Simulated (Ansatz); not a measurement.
CClF, singlet, at a GFN2-xTB geometry; R2SCAN/STO-3G run with Ansatz (a quantum-chemistry and plane-wave program).

Here is a job for Ansatz.
Ansatz 0.2 input:
```yaml
crystal:
  periodic: [false, false, false]
  atoms:
    - {symbol: F, position_ang: [-1.46348443, -0.30712072, 0.00275987]}
    - {symbol: C, position_ang: [-0.53985773, 0.63598266, 0.02854521]}
    - {symbol: Cl, position_ang: [0.96532390, -0.06187114, -0.01153588]}
basis:
  gaussian:
    orbitals: STO-3G
hamiltonian:
  xc: r2scan
```

What the program printed (banner, timings and long lists left out):

```
Functional definition: r2SCAN
236 factors; integrals over basis functions are off by at most 2.9e-5 eV
mean field evaluation 1: about -16082.6705 eV, gradient 1.3e1 eV
mean field evaluation 2: about -16081.5977 eV, gradient 2.1e1 eV
mean field evaluation 4: about -16083.4061 eV, gradient 3.0e-1 eV
mean field evaluation 8: about -16083.3752 eV, gradient 2.6e-3 eV
mean field -16083.37519073 eV, -591.0531365561 hartree, gradient 8.2e-6 eV, S^2 0.000000; 0 other end points of the search recorded, 0 dependent functions left out
reference -16083.37519290 eV, -591.0531366356 hartree; 16, 16 occupied and 3, 3 virtual orbitals, 236 factors
Total energy: -16083.37519290 eV, -591.0531366356 hartree
```
